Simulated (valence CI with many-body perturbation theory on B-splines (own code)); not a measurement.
# Run record, Xe⁴⁹⁺

Calculated by valence CI with perturbative core correlation (CI+MBPT): three valence electrons over a frozen Dirac-Fock core [He], a basis of 6 s, 6 p, 5 d, 3 f, 1 g functions for each j, with the one-electron correlation potential Σ1 (screened to all orders), the two-electron term Σ2, the three-electron term Σ3, Breit, model QED; selected single and double excitations, second order for the rest, scaled by the run's own slope (own B-spline code, finite nucleus).

Command, and the settings that its task file holds:

```sh
python run_cv.py task.json out
```

```
atom Xe  Z=54  mass_number=132  rms_radius_fm=4.7859
core [He]
valence 2s2 2p1
avg = 1
basis = S
breit = 1
cap = 10000
capref = 1200
cscale = 1
de = 0.0
dress = 0
eps = 2e-08
extrap = 1
h = 0.27
hh = 1
l2 = 3
lcore = 6
maxit = 60
n2 = 5
natural = 1
nlev = 20
nno = [3, 3, 3, 2, 1]
nroot = 26
nsp = [3, 3, 2, 1, 0]
pt2 = 1
qed = 1
rpa = 1
s1 = 1
s2 = 1
s3 = 1
screen = 1
tol = 0.03
whole = 1
```

It took 6.3 s on 1 thread of Arm Neoverse V1 (shared host).

Log. The first blocks belong to the next ion, which gives the ionisation energy. Fields: 2J, parity (1 odd), roots, reference size, generating configurations, candidates as configurations/state functions, variational space P, stored matrix elements, Davidson steps; e2 is the range of second-order energies in hartree. The first line gives the box (bohr), its intervals, the orbitals and the steps of their self-consistent field. Window is the range of levels sought, series limit the energy at which the first omitted orbital would enter, core excitation an estimate of the first excitation out of the core, left out the lowest levels not solved, and shifts from estimates the range by which levels moved from their first estimate, all in cm⁻¹.

```
rmax 1.2 intervals 54 orbitals 36 references ['2s2 2p', '2s 2p2', '2p3'] scf 2 t 0.3
2J=0 par=0 roots 2 ref 15 generators 3 cand 92/92 P 107/107 nnz 0 it 0
   second order: generators 4 cand 0/0 e2 -0.00000 -0.00000
2J=0 par=1 roots 2 ref 11 generators 3 cand 73/73 P 84/84 nnz 0 it 0
   second order: generators 7 cand 0/0 e2 -0.00000 -0.00000
2J=2 par=1 roots 2 ref 28 generators 2 cand 188/188 P 214/214 nnz 0 it 0
2J=2 par=1 roots 2 ref 28 generators 2 cand 2/2 P 216/216 nnz 0 it 0
   second order: generators 4 cand 0/0 e2 -0.00000 -0.00000
reference levels 291, estimated 239, window 43074593 1/cm; series limit 56407015, core excitation 242435163
2J=1 par=1 roots 8 ref 32 generators 10 cand 190/260 P 1790/2603 nnz 8.4e+05 it 1
2J=1 par=1 roots 8 ref 32 generators 13 cand 253/380 P 1802/2624 nnz 8.5e+05 it 2
   second order: generators 15 cand 260/388 e2 -0.00000 -0.00000
2J=1 par=0 roots 9 ref 34 generators 12 cand 230/313 P 1806/2648 nnz 8.7e+05 it 2
2J=1 par=0 roots 9 ref 34 generators 14 cand 222/305 P 1821/2671 nnz 8.8e+05 it 2
   second order: generators 18 cand 267/359 e2 -0.00000 -0.00000
2J=3 par=1 roots 10 ref 47 generators 14 cand 809/1633 P 1785/3650 nnz 1.7e+06 it 2
2J=3 par=1 roots 10 ref 47 generators 15 cand 450/829 P 1833/3750 nnz 1.8e+06 it 2
   second order: generators 15 cand 402/729 e2 -0.00000 -0.00000
2J=3 par=0 roots 8 ref 45 generators 10 cand 673/1283 P 1711/3480 nnz 1.5e+06 it 2
2J=3 par=0 roots 8 ref 45 generators 12 cand 517/993 P 1752/3559 nnz 1.6e+06 it 2
   second order: generators 15 cand 636/1329 e2 -0.00000 -0.00000
2J=5 par=0 roots 5 ref 39 generators 9 cand 880/1910 P 1586/3424 nnz 1.5e+06 it 2
2J=5 par=0 roots 5 ref 39 generators 13 cand 625/1371 P 1661/3570 nnz 1.7e+06 it 2
   second order: generators 14 cand 717/1738 e2 -0.00000 -0.00000
2J=5 par=1 roots 5 ref 36 generators 7 cand 888/2063 P 1634/3550 nnz 1.7e+06 it 2
2J=5 par=1 roots 5 ref 36 generators 9 cand 560/1240 P 1699/3726 nnz 1.9e+06 it 2
   second order: generators 10 cand 495/1064 e2 -0.00000 -0.00000
2J=7 par=1 roots 2 ref 21 generators 4 cand 571/1366 P 1381/3114 nnz 1.4e+06 it 2
2J=7 par=1 roots 2 ref 21 generators 4 cand 334/772 P 1452/3279 nnz 1.5e+06 it 2
   second order: generators 5 cand 263/607 e2 -0.00000 -0.00000
2J=7 par=0 roots 1 ref 19 generators 2 cand 532/1191 P 1288/2981 nnz 1.3e+06 it 2
2J=7 par=0 roots 1 ref 19 generators 3 cand 337/727 P 1326/3062 nnz 1.4e+06 it 2
   second order: generators 4 cand 385/849 e2 -0.00000 -0.00000
2J=9 par=1 roots 1 ref 7 generators 1 cand 268/619 P 542/1135 nnz 0 it 0
2J=9 par=1 roots 1 ref 7 generators 1 cand 181/395 P 597/1249 nnz 0 it 0
   second order: generators 1 cand 126/281 e2 -0.00000 -0.00000
left out: unestimated 62451236, estimated 45729207, shifts from estimates 0 to 10
operators 0.1
```

The Davidson iterations converged. The settings are bad on purpose, so the numbers may not be properties of the ion.

No measured spectrum was set against this ion. As an estimate, large intervals hold to a few tenths of a per cent, small ones and those within an open d or f shell to about a per cent.

- Valence energy: -1052.49 hartree
- Ionisation energy: 9238.2 eV (NIST: 9243 ± 4 eV (theoretical))
- Reference configurations for the orbitals: 2s2 2p, 2s 2p2, 2p3
- Radial orbitals: 36
- Box radius: 1.167 bohr
- Largest variational space: 3750
- Lowest levels: (2s^2 2p1/2) J=1/2 0.0, (2s 2p1/2^2) J=1/2 163.4, (2s^2 2p3/2) J=3/2 358.3, (2s 2p1/2 2p3/2) J=3/2 [a] 472.3, (2s 2p1/2 2p3/2) J=5/2 504.0, (2s 2p1/2 2p3/2) J=3/2 [b] 554.1, (2s 2p1/2 2p3/2) J=1/2 554.3, (2p1/2^2 2p3/2) J=3/2 729.0, (2s 2p3/2^2) J=5/2 848.7, (2s 2p3/2^2) J=1/2 922.5, (2s 2p3/2^2) J=3/2 923.6, (2p1/2 2p3/2^2) J=3/2 1055.6, (2p1/2 2p3/2^2) J=5/2 1075.2, (2p1/2 2p3/2^2) J=1/2 1113.6 eV

Levels are named by their leading jj configuration (3d3/2^4 stands for four electrons in 3d with j = 3/2), which in mixed levels can hold well under half, so a name can repeat and another be missing. Letters in brackets count levels of one name in rising energy.
